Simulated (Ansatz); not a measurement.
Consider the formal exchange of groups at the Si–C bond: `C[SiH2]C(C)S` + `C[BH][AlH2]` → `C[SiH2][B](C)[AlH2]` + `CCS`.

Gas-phase electronic energies from Ansatz, PBE0-D4/def2-TZVP geometries. CCSD(T)/CBS is the MP2 limit (def2-TZVPP, def2-QZVPP) plus CCSD(T) − MP2 in def2-TZVPP, frozen cores. DFT in def2-TZVPP. Each species was taken in one conformer, which may not be the lowest.

`C[SiH2]C(C)S`:

Cartesian coordinates in Å:
```
C 1.913 -0.269 0.461
Si 0.631 -0.501 -0.875
C -1.025 0.268 -0.395
C -1.565 -0.262 0.927
S -0.841 2.077 -0.229
H 2.022 0.790 0.705
H 1.637 -0.806 1.371
H 2.883 -0.648 0.130
H 1.078 0.132 -2.148
H 0.417 -1.956 -1.136
H -1.758 0.074 -1.183
H -1.715 -1.343 0.869
H -2.524 0.197 1.179
H -0.874 -0.060 1.750
H -0.279 2.309 -1.427
```

`C[BH][AlH2]`:

Z-matrix (Å, degrees):
```
C
B 1 1.558
H 1 1.094 2 114.3
H 1 1.091 2 117.4 3 130.8
H 1 1.106 2 102.6 3 -113.0
Al 2 2.128 1 127.0 3 -149.9
H 2 1.207 1 115.2 3 34.1
H 6 1.597 2 121.8 1 -85.9
H 6 1.596 2 121.4 1 95.4
```

`C[SiH2][B](C)[AlH2]`:

Z-matrix (Å, degrees):
```
C
Si 1 1.881
H 1 1.094 2 111.0
H 1 1.092 2 111.3 3 -119.7
H 1 1.093 2 111.0 3 120.2
B 2 2.023 1 115.6 3 -58.8
H 2 1.496 1 109.3 3 174.5
H 2 1.499 1 108.9 3 58.5
Al 6 2.120 2 116.6 1 18.8
C 6 1.562 2 116.9 1 -159.1
H 9 1.597 6 121.0 2 -91.7
H 9 1.596 6 121.7 2 83.0
H 10 1.092 6 116.9 2 -154.9
H 10 1.106 6 101.8 2 90.6
H 10 1.094 6 115.9 2 -23.1
```

`CCS`:

```xyz
9

C    -0.945    0.130   -0.133
C     0.450    0.282    0.434
S     1.770   -0.231   -0.698
H    -1.050    0.685   -1.066
H    -1.691    0.500    0.577
H    -1.172   -0.919   -0.339
H     0.673    1.331    0.642
H     0.560   -0.258    1.377
H     1.405   -1.520   -0.794
```

```csv
level,ΔE (kJ/mol)
PBE0-D4,-2.0
ωB97X-V,5.4
PBE,-8.9
r2SCAN,-1.0
PBE0,-4.6
SCS-MP2/def2-TZVPP,12.2
CCSD/def2-TZVPP,6.0
SCS-MP2/def2-QZVPP,12.4
```

Task: What does CCSD(T)/CBS give? (Best estimate.)

Result: Ansatz gave: +6.7 kJ/mol. The listed levels differ from it by -8.7, -1.3, -15.6, -7.7, -11.3, 5.5, -0.7, 5.7 kJ/mol.

Largest T1 diagnostic among the species: 0.012.

From PBE to PBE0 (25 % exact exchange), in def2-TZVPP and without D4, ΔE moves by +4.3 kJ/mol. The D4 term adds +5.1 kJ/mol with B3LYP and +2.7 kJ/mol with PBE0; it sums over pairs of atoms, weighted by their polarisabilities, and B3LYP, whose exchange is more repulsive, gets the larger term.

B3LYP here is the variant with VWN-RPA as its local correlation; programs differ in this.
